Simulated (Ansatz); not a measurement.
Basis-set extrapolation for `N[SiH]([SiH3])BF` (PBE0-D4/def2-TZVP geometry, frozen core, Ansatz 0.2.0). Multiplicity 1, RHF reference.

|  | def2-TZVPP | def2-QZVPP |
| --- | --- | --- |
| HF | -760.672938 | -760.699426 |
| MP2 correlation | -0.808549 | -0.873358 |
| CCSD(T) correlation | -0.895284 | not run |

Energies in hartree. Use E(X) = E(∞) + A·exp(−7.88·√X) for Hartree–Fock and E(X) = E(∞) + B·X^(−2.97) for correlation, with X = 3 and 4, and add CCSD(T) minus MP2 of the smaller set to the MP2 limit.

**Question.** What is the CCSD(T) energy at the basis-set limit?

**Answer.** HF limit: -760.699426 + (-0.026488) × 0.13774 = -760.70307. MP2 limit: -0.873358 + (-0.064809) × 0.74074 = -0.92136. Higher-order term: -0.895284 − (-0.808549) = -0.08674. Total: -761.71117 hartree, 375.3 kJ/mol below CCSD(T)/def2-TZVPP.
